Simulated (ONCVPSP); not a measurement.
**Reading a pseudo-wave (Si)**

Columns: radius, all-electron u(r) and pseudo u(r) of the 2p shell (level -116.91 eV) of silicon in the configuration [He] 2s2 2p6 3s2; PBE, scalar-relativistic, ONCV scheme, ONCVPSP 4.0.1.

```tsv
r (bohr)	all-electron	pseudo
0.042	0.1161	0.0668
0.085	0.3558	0.2512
0.128	0.6142	0.5063
0.170	0.8391	0.7757
0.212	1.0199	1.0192
0.255	1.1562	1.1987
0.298	1.2461	1.2916
0.340	1.2951	1.3201
0.382	1.3121	1.3190
0.425	1.3031	1.3036
0.467	1.2749	1.2747
0.510	1.2314	1.2312
0.552	1.1788	1.1785
0.595	1.1180	1.1178
0.638	1.0530	1.0528
0.680	0.9876	0.9874
0.722	0.9219	0.9218
0.765	0.8556	0.8555
0.807	0.7926	0.7925
0.850	0.7306	0.7304
0.892	0.6729	0.6727
0.935	0.6170	0.6169
0.977	0.5657	0.5656
1.020	0.5165	0.5164
1.062	0.4719	0.4718
1.105	0.4295	0.4294
```

Question: How many radial nodes do the two functions have?

Answer: The all-electron 2p function has n − l − 1 = 0; the pseudo-wave has 0.

Question: At about which radius was the pseudo-wave matched?

Answer: 0.50 bohr, where the columns begin to agree (steps of 0.04 bohr).

Question: Where does each function peak?

Answer: Outermost all-electron maximum near 0.38 bohr, pseudo maximum near 0.34 bohr (to the table’s step).

Question: Is the pseudo-wave norm-conserving?

Answer: Yes: the ONCV scheme keeps the norm inside the radius equal to the all-electron one, which fixes the energy derivative of the logarithmic derivative at the level.
